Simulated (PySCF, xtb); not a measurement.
Si(F)(vinyl)(OH)2 (C₂H₅FO₂Si), SMILES F[Si](C=C)(O)O. One conformer was computed; it need not be the lowest.

Harmonic wavenumbers (cm⁻¹) from xtb with GFN2-xTB at its own minimum, in rising order: 40, 136, 155, 199, 233, 263, 286, 301, 386, 520, 681, 771, 820, 831, 919, 926, 979, 1023, 1033, 1281, 1422, 1680, 3054, 3081, 3102, 3649, 3690.

Problem. What does PBE-D3(BJ)/def2-SVP (PySCF) give at its own minimum? (Estimate from the structure and the level; the computed values follow.)

Solution. 71, 143, 160, 202, 256, 276, 323, 340, 407, 542, 654, 762, 786, 872, 899, 956, 962, 978, 1007, 1232, 1368, 1625, 3053, 3084, 3149, 3765, 3772. Paired by order, the mean absolute difference is 32 cm⁻¹ and the zero-point energies are 45.0 and 45.2 kcal/mol.
